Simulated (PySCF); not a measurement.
# Telling isomers of C5H8O2 apart by NMR

How the numbers were obtained: geometry from PBE0-D3(BJ)/def2-SVP, PBE0/pcSseg-1 with gauge-including orbitals, J couplings at B3LYP/pcJ-1 (spin–dipole term left out of most H,H and C,H couplings), in PySCF (no solvent, non-relativistic Hamiltonian, fast rotation and ring inversion assumed for equivalent nuclei, single conformer).

References, each an isolated molecule treated in the same way: $^{1}$H (31.27 ppm), $^{13}$C (184.41 ppm) vs TMS. Multiplet labels drop J under 1 Hz and among equivalent protons, and merge close values. Unscaled 3J(H,H) run several per cent high. Vicinal couplings that depend on rotamer populations or ring flexing (ring, CH–CH, X–H and H–F types) are those of the one conformer. Acid and N–H amide carbonyl carbons lie up to 10 ppm further downfield in solution (hydrogen bonding). Shifts are as computed. Against solution values, carbons near 30 ppm lie about +2 ppm off and those near 130 ppm about +5 ppm. Of 1211 compounds with measured shifts, 218 miss one by over three times the rms of a fit or turn the order of signals round; such compounds aren't used in these exercises. OH and NH positions are gas-phase values without hydrogen bonding to other molecules.

(1) Tabulate the signals of `C=C(OC)C(C)=O`, `C=C[C@H](C)C(=O)O`, `O=C1CCCCO1` and their relative energies.

(2) What is the quickest way to tell C=C[C@H](C)C(=O)O from O=C1CCCCO1?

(3) What is the quickest way to tell C=C(OC)C(C)=O from C=C[C@H](C)C(=O)O?

(4) What is the quickest way to tell C=C(OC)C(C)=O from O=C1CCCCO1?

Answers

(1) 
```json
{"SMILES": "C=C(OC)C(C)=O", "carbon types": "2×C 1×CH2 2×CH3", "δC": "197.1, 164.2, 93.1, 54.4, 28.0", "δH": "5.58 (d, 1H), 4.22 (d, 1H), 3.52 (s, 3H), 2.20 (s, 3H)", "E rel. (kcal/mol)": "30.8"}
{"SMILES": "C=C[C@H](C)C(=O)O", "carbon types": "1×C 2×CH 1×CH2 1×CH3", "δC": "178.2, 148.6, 125.3, 47.1, 19.7", "δH": "5.93 (dt, 1H), 5.54 (br s, 1H), 5.52 (dd, 1H), 5.44 (dd, 1H), 2.89 (dq, 1H), 1.26 (d, 3H)", "E rel. (kcal/mol)": "9.3"}
{"SMILES": "O=C1CCCCO1", "carbon types": "1×C 4×CH2", "δC": "167.3, 69.3, 32.1, 25.1, 23.3", "δH": "4.19 (m, 2H), 2.25 (m, 2H), 1.61 (m, 2H), 1.47 (m, 2H)", "E rel. (kcal/mol)": "0.0"}
```

Energies are electronic energies at PBE0/pcSseg-1 on these geometries, without zero-point or thermal terms, each for the one conformer computed, which needn't be the lowest.

(2) Both give the same number of carbon signals, but DEPT or the intensities differ. The first has an alkene CH at 148.6 ppm, the second an sp3 CH2 α to a carbonyl at 32.1 ppm. Their most deshielded carbons lie at 178.2 and 167.3 ppm. In the proton spectra the most deshielded non-exchanging signals are 5.93 (dt, J = 18.0, 11.1 Hz, 1H) and 4.19 (m, 2H).

(3) Both give the same number of carbon signals, but DEPT or the intensities differ. The first has a methyl carbon bonded to O (CH3) at 54.4 ppm, the second an alkene CH at 148.6 ppm. Their most deshielded carbons lie at 197.1 and 178.2 ppm.

(4) Both give the same number of carbon signals, but DEPT or the intensities differ. The first has a methyl carbon bonded to O (CH3) at 54.4 ppm, the second an sp3 CH2 α to a carbonyl at 32.1 ppm. Their most deshielded carbons lie at 197.1 and 167.3 ppm. In the proton spectra the most deshielded non-exchanging signals are 5.58 (d, J = 1.5 Hz, 1H) and 4.19 (m, 2H).
